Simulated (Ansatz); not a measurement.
Basis-set extrapolation for C₂H₈B₂OSi, SMILES `BC1([SiH2]C)BO1` (PBE0-D4/def2-TZVP geometry, frozen core, Ansatz 0.2.0). Multiplicity 1, RHF reference.

```csv
,def2-TZVPP,def2-QZVPP
HF,-493.628789,-493.647486
MP2 correlation,-0.895672,-0.957103
CCSD(T) correlation,-0.989696,not run
```

Energies in hartree. Use E(X) = E(∞) + A·exp(−7.88·√X) for Hartree–Fock and E(X) = E(∞) + B·X^(−2.97) for correlation, with X = 3 and 4, and add CCSD(T) minus MP2 of the smaller set to the MP2 limit.

What is the CCSD(T) energy at the basis-set limit?

HF limit: -493.647486 + (-0.018697) × 0.13774 = -493.65006. MP2 limit: -0.957103 + (-0.061431) × 0.74074 = -1.00261. Higher-order term: -0.989696 − (-0.895672) = -0.09402. Total: -494.74669 hartree, 336.6 kJ/mol below CCSD(T)/def2-TZVPP.
